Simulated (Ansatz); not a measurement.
`F[C]1(Cl)[CH2][GaH]1`. Charge 0, multiplicity 1. All single points use the PBE0-D4/def2-TZVP geometry.

```xyz
8

F    -1.327    1.211    1.009
C    -0.446    0.252    0.648
Cl    0.470   -0.305    2.090
C     0.522    0.573   -0.479
Ga   -0.272   -1.221   -0.618
H     0.031    1.212   -1.219
H     1.532    0.908   -0.250
H    -0.509   -2.630   -1.182
```

Question: What is the dipole moment at PBE/def2-TZVPP? (Estimate.)

Answer: Ansatz gave: 2.72 D, with components (0.23, -1.31, -2.37) D in this frame, pointing from negative to positive charge.

Question: And with r2SCAN, B3LYP, ωB97M-V? (An estimate is asked.)

Answer: Ansatz gave: r2SCAN 2.93 D, B3LYP 3.05 D, ωB97M-V 3.21 D.

Question: Give the Mulliken charges with PBE, ωB97M-V, r2SCAN in def2-TZVPP. (Best estimate.)

Answer: The calculation gave: 
```csv
atom,PBE,ωB97M-V,r2SCAN
F1,-0.15,-0.19,-0.19
C2,0.13,0.09,0.17
Cl3,-0.14,-0.12,-0.16
C4,-0.24,-0.33,-0.26
Ga5,0.15,0.23,0.23
H6,0.08,0.11,0.07
H7,0.10,0.12,0.08
H8,0.06,0.10,0.05
```

B3LYP here is the variant with VWN-RPA as its local correlation; programs differ in this.
